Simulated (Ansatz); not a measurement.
`O=C=[N][Ga]([F])[F]` + H₂S → `[F][Ga]([F])[SH]` + `N=C=O` at 700 K and 1 bar (ligand exchange at a Ga–N bond).

Calculated with Ansatz (gas phase, PBE0-D4/def2-TZVP geometries, no zero-point term in ΔE). CBS: MP2 limit from def2 TZ/QZ plus the TZ coupled-cluster correction, frozen cores. This one scheme is used for every species. For Ga outer-core shells are correlated without core-valence functions, which leaves a few kJ/mol of doubt a bond. Scalar relativity is left out up to krypton. One conformer a species, not always the lowest.

```
              species  CCSD(T)/CBS energy (Eh)  H − E (kJ/mol)  S (J/(mol·K))
`O=C=[N][Ga]([F])[F]`              -2291.56165           110.2          452.3
                  H₂S               -398.97279            64.8          236.9
   `[F][Ga]([F])[SH]`              -2522.02273            89.9          404.2
              `N=C=O`               -168.51995            89.3          283.6
```

H − E and S are ideal-gas, rigid-rotor, harmonic terms from PBE0-D4/def2-TZVP, for one conformer and one mirror image of each species. 1 Eh = 2625.50 kJ/mol, R = 8.31446 J/(mol·K).

Problem. By hand: ΔE, ΔH, ΔS and ΔG.

Solution. ΔE = (-2522.02273) + (-168.51995) − (-2291.56165) − (-398.97279) = -0.00824 Eh = -21.6 kJ/mol. Δ(H − E) = 89.9 + 89.3 − 110.2 − 64.8 = 4.2, so ΔH = -17.4 kJ/mol. ΔS = 404.2 + 283.6 − 452.3 − 236.9 = -1.4 J/(mol·K). ΔG = -17.4 − 700 × (-1.4)/1000 = -16.4 kJ/mol.

Problem. By hand: the equilibrium constant, and the temperature at which ΔG would vanish if ΔH and ΔS stayed fixed.

Solution. log₁₀ K = −ΔG/(RT ln 10) = 1.2. ΔG = 0 at ΔH/ΔS = 12429 K, far beyond where these terms or the molecules hold.

The number of gas molecules stays the same, so ΔS is small and ΔH decides. A doubt of 5 kJ/mol in ΔE shifts log₁₀ K by 0.4 here. Other conformers and mirror images would add mixing entropy, several J/(mol·K) or more a flexible species. Modes under 60 cm⁻¹, often nearly free rotors, make the harmonic entropy too high. These are equilibria of isolated gas molecules and say nothing of rates. Largest T1 diagnostic: 0.018 (customary marks: 0.02 for closed shells, 0.045 for open ones).
